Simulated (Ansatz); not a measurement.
Stepwise reaction of `[SH][Sn][SH]` with ammonia, as a gas-phase model of exchange steps in deposition or etching. ΔE in kJ/mol.

Isolated molecules relaxed with PBE0-D4/def2-TZVP in Ansatz; ΔE leaves out vibrations. CCSD(T)/CBS adds triple-zeta CCSD(T) − MP2 to the extrapolated MP2 energy (def2 sets, frozen cores). This one scheme is used for every species. Functionals use def2-TZVPP. B3LYP here is the variant with VWN-RPA as its local correlation; programs differ in this. def2 core potentials past Kr. For Sn outer-core shells are correlated without core-valence functions, which leaves a few kJ/mol of doubt a bond. One conformer a species, not always the lowest.

```tsv
step	reaction	PBE-D4	B3LYP-D4	ωB97M-V	CCSD(T)/CBS
1	`[SH][Sn][SH]` + NH₃ → `[NH2][Sn][SH]` + H₂S	67.6	64.1	59.1	61.1
2	`[NH2][Sn][SH]` + NH₃ → `[NH2][Sn][NH2]` + H₂S	77.1	73.5	68.8	71.0
```

By hand: ΔE of the 2 steps together at CCSD(T)/CBS.

(61.1) + (71.0) = 132.1 kJ/mol, or 66.0 kJ/mol a step.

In ΔE each step is higher than the one before. All are uphill at CCSD(T)/CBS. PBE-D4 differs from CCSD(T)/CBS by 6.1 to 6.5 kJ/mol a step. Isolated molecules leave out the surface, adducts and barriers. Largest T1 diagnostic: 0.016.
